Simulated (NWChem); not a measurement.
Molecule: ZrH$_{3}$I; SMILES [ZrH3][I]

```xyz
5

Zr     0.0000     0.0000     1.3961
I      0.0000     0.0000    -1.2924
H      1.3069     1.1444     1.9990
H     -1.6445     0.5596     1.9990
H      0.3376    -1.7040     1.9990
```
Atoms are numbered in this order, from 1.

All runs use the structure optimised with PBE0/def2-SVP. No frequency run checked for a minimum. def2 effective core potentials on Zr, I; no spin-orbit coupling.

### Question
List the 4 lowest vertical singlet excitations from PBE0/def2-SVPD with def2 effective core potentials on Zr, I, TDA (NWChem).

### Answer
| state | energy (eV) | oscillator strength | leading excitation (squared amplitude) |
|---|---|---|---|
| S1 | 3.97 | 0.000 | HOMO−2 → LUMO (0.21) |
| S2 | 4.09 | 0.001 | HOMO−2 → LUMO+1 (0.29) |
| S3 | 4.09 | 0.001 | HOMO−3 → LUMO+1 (0.29) |
| S4 | 4.30 | 0.002 | HOMO−2 → LUMO+1 (0.22) |
